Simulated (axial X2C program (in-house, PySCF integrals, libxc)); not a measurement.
## Low determinants of Se₂⁺ at the PBE0 level, two-component

Computed with an in-house relativistic program for diatomic molecules. Two-component (2c) means X2C with spin–orbit coupling and atomic mean-field two-electron Coulomb and Gaunt terms. Basis: Se dyall-cv3z [8s9p6d4f1g] (cores contracted in-house); Gaussian nuclei, density fitting, unrestricted open shells. Masses: Se 79.917 u.

Search at 2.140 Å (vertical energies from the lowest determinant):

```csv
ΔE (eV),state,electrons beyond evenly filled partner blocks,"electrons in ±ω = 1/2, 3/2, 5/2, 7/2"
0.00,Ω = 1/2,ω = 1/2,45 18 4 0
0.28,Ω = 3/2,ω = 3/2,44 19 4 0
1.55,Ω = 5/2,"ω = -1/2, 2 × ω = 3/2",45 18 4 0
1.78,Ω = 1/2,"2 × ω = -1/2, ω = 3/2",44 19 4 0
2.42,Ω = 3/2,ω = 3/2,46 17 4 0
2.70,Ω = 7/2,"ω = 1/2, 2 × ω = 3/2",45 18 4 0
2.94,Ω = 5/2,"2 × ω = 1/2, ω = 3/2",44 19 4 0
```

Lowest determinant, Ω = 1/2 (⟨Sz⟩ = -0.50, ⟨Lz⟩ = 1.00 at PBE0): Re = 2.085 Å, ωe = 454.8 cm⁻¹.

The determinant in row 2 of the search, Ω = 3/2 (⟨Sz⟩ = 0.50, ⟨Lz⟩ = 1.00 at PBE0), was followed along the bond at PBE0; measured from the minimum of the lowest determinant it gives:

Te = 0.280 eV (2257 cm⁻¹), Re = 2.085 Å, ωe = 454.0 cm⁻¹.

Problem. Compare the bond of the determinant in row 2 with that of the lowest one.

Solution. At PBE0 its Re is the same within 0.001 Å and its force constant, which goes as ωe², is 1.00 times that of the lowest determinant. T0 ≈ Te + Δωe/2 = 2257 + (0) = 2257 cm⁻¹.

The search compares states at one distance, so a state with another bond length can lie lower; it is not exhaustive and yields mostly the lowest determinant of each block pattern, so other components and higher states of one pattern are missing. These are energies of single determinants, not of spin-adapted states; PBE0 term energies can be off by some tenths of an eV, and the functional has no current term.
